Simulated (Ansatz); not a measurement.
```xyz
11

O    -1.823   -1.401    0.985
Ge   -1.024    0.130    0.615
C     0.944    0.172    0.638
Si    0.766    0.411   -1.228
O    -0.896    0.364   -1.183
H    -1.477   -2.137    0.475
H    -1.882    1.197    1.297
H     1.397   -0.761    0.976
H     1.368    1.004    1.201
H     1.286    1.711   -1.729
H     1.340   -0.689   -2.048
```

Charge 0, multiplicity 1.

(1) List the ωB97M-V/def2-TZVPP orbital energies in eV (Ansatz 0.2.0). (Best estimate.)

Answers

(1) Computed: Occupied: -10867.31, -1807.39, -1363.05, -1210.80, -1210.78, -1210.76, -526.21, -525.66, -281.37, -174.96, -148.37, -124.25, -124.20, -124.16, -102.51, -102.48, -102.47, -37.19, -37.10, -36.98, -36.96, -36.95, -30.56, -29.67, -22.38, -18.47, -16.91, -15.80, -14.90, -13.82, -13.36, -13.13, -12.59, -12.05, -11.10, -10.85, -10.36. Lowest empty: 1.52, 1.93, 2.48, 2.97, 3.41, 3.64, 3.76, 4.25.
